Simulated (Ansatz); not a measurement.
Ansatz (a program for electronic structure) input (B2PLYP/def2-TZVPD):

Ansatz 0.2 input:
```yaml
crystal:
  periodic: [false, false, false]
  atoms:
    - {symbol: C, position_ang: [-0.12349953, -1.81565076, 0.05312441]}
    - {symbol: C, position_ang: [0.95093888, -1.26782415, -0.92485964]}
    - {symbol: C, position_ang: [1.72767343, -0.13896395, -0.33932303]}
    - {symbol: C, position_ang: [1.19915119, 1.22918436, -0.29167495]}
    - {symbol: S, position_ang: [-0.27498717, 1.36853235, 0.85136830]}
    - {symbol: C, position_ang: [-1.46709375, 0.42417833, -0.15075173]}
    - {symbol: C, position_ang: [-1.47911204, -1.09788853, 0.02708825]}
    - {symbol: H, position_ang: [0.28869368, -1.77433380, 1.06279249]}
    - {symbol: H, position_ang: [-0.29852023, -2.87201446, -0.16624616]}
    - {symbol: H, position_ang: [0.47284614, -0.96802686, -1.86386115]}
    - {symbol: H, position_ang: [1.63675199, -2.08274942, -1.16823269]}
    - {symbol: H, position_ang: [2.50737260, -0.39619622, 0.36943924]}
    - {symbol: H, position_ang: [1.92237123, 1.94238032, 0.10036691]}
    - {symbol: H, position_ang: [0.84744984, 1.58449557, -1.26300582]}
    - {symbol: H, position_ang: [-2.44957629, 0.82488391, 0.10147521]}
    - {symbol: H, position_ang: [-1.28016389, 0.69130871, -1.19251854]}
    - {symbol: H, position_ang: [-2.08364176, -1.50190621, -0.79255788]}
    - {symbol: H, position_ang: [-2.01213774, -1.34257109, 0.94883555]}
basis:
  gaussian:
    orbitals: def2-TZVPD
hamiltonian:
  xc: {name: B2PLYP}
magnetization: {spin_polarized: true, initial_magnetization: 1}
correlation: {electrons: outside_noble_gas}
```

Output:

```
Functional definition: B2PLYP
integrals: 1.69 GiB planned
2525 factors; integrals over basis functions are off by at most 9.5e-4 eV
0.56 GiB of the device are held for the grids
2.72 GiB of device memory are held for the factors and their scratch space
mean field: 4.76 GiB planned
mean field evaluation 1: about -17208.2864 eV, gradient 4.3e1 eV
mean field evaluation 2: about -17208.3403 eV, gradient 4.3e1 eV
mean field evaluation 4: about -17217.7941 eV, gradient 4.6e0 eV
mean field evaluation 8: about -17217.9706 eV, gradient 5.9e-1 eV
mean field evaluation 16: about -17217.9778 eV, gradient 4.1e-3 eV
mean field -17217.97781218 eV, -632.7490138332 hartree, gradient 3.6e-6 eV, S^2 0.759933; 0 other end points of the search recorded, 0 dependent functions left out
11 core orbitals not correlated
reference -17217.97803486 eV, -632.7490220165 hartree; 21, 20 occupied and 335, 336 virtual orbitals, 2525 factors
second order -38.29191092 eV of doubles, -0.00000000 eV of singles
Total energy: -17228.31685081 eV, -633.1289664947 hartree
```

It need not be the lowest isomer of its formula.
